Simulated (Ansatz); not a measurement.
`SBBCl` + H₂Se → `ClBB[SeH]` + H₂S  (ligand exchange at a B–S bond)

Program: Ansatz. Geometries: PBE0-D4/def2-TZVP. ΔE: electronic, gas phase. CCSD(T)/CBS is the MP2 limit (def2-TZVPP, def2-QZVPP) plus CCSD(T) − MP2 in def2-TZVPP, frozen cores. This one scheme is used for every species. Functionals use def2-TZVPP. B3LYP here is the variant with VWN-RPA as its local correlation; programs differ in this. HSE06 is defined as in plane-wave codes. For Se outer-core shells are correlated without core-valence functions, which leaves a few kJ/mol of doubt a bond. Scalar relativity is left out up to krypton. One conformer a species, not always the lowest.

`SBBCl`:

Cartesian coordinates in Å:
```
S -1.838 0.126 0.230
B -0.090 -0.024 0.461
B 0.927 -0.251 -0.845
Cl 1.583 1.142 -1.673
H -2.220 0.287 1.510
H 0.350 0.035 1.571
H 1.288 -1.314 -1.254
```

H₂Se:

Cartesian coordinates in Å:
```
Se -0.110 -0.497 0.458
H -0.877 0.668 0.004
H 0.987 -0.171 -0.461
```

`ClBB[SeH]`:

Z-matrix (Å, degrees):
```
B
B 1 1.665
Cl 1 1.749 2 119.6
H 1 1.196 2 124.7 3 -178.3
Se 2 1.905 1 120.7 3 -88.3
H 2 1.195 1 121.7 3 92.3
H 5 1.470 2 97.7 1 -179.6
```

H₂S:

```xyz
3

S     0.141    0.334   -0.502
H     0.587   -0.829   -0.004
H    -0.728    0.495    0.506
```

```
             level  ΔE (kJ/mol)  difference from CCSD(T)/CBS
       LDA (SPW92)          7.4                          6.3
           BLYP-D4          6.1                          5.0
          HSE06-D4          5.2                          4.1
          BHLYP-D4          5.5                          4.4
      CAM-B3LYP-D4          7.6                          6.5
            revPBE          5.8                          4.7
             B3LYP          7.1                          6.0
           r2SCANh          5.8                          4.7
             HSE06          5.9                          4.8
      MP2/def2-SVP         10.4                          9.3
     CCSD/def2-SVP         12.0                         10.9
SCS-MP2/def2-TZVPP          2.1                          1.0
   CCSD/def2-TZVPP          2.0                          0.9
     HF/def2-QZVPP          6.7                          5.6
    MP2/def2-QZVPP          0.5                         -0.6
     MP2/CBS(def2)          0.1                         -1.0
       CCSD(T)/CBS          1.1                            0
```

Largest T1 diagnostic among the species: 0.015.

In def2-TZVPP, CCSD(T) changes the Hartree–Fock value by −4.8 kJ/mol (the triples alone add −0.2 kJ/mol) and MP2 by −5.7 kJ/mol. At CCSD(T), def2-SVP lies +10.8 kJ/mol from the extrapolated value and def2-TZVPP +0.7 kJ/mol. Leaving LDA and LC-ωPBE aside and taking each functional with its dispersion term where it has one, the values, not all of them listed here, spread over 3.9 kJ/mol, from PBE-QIDH to B97M-V.
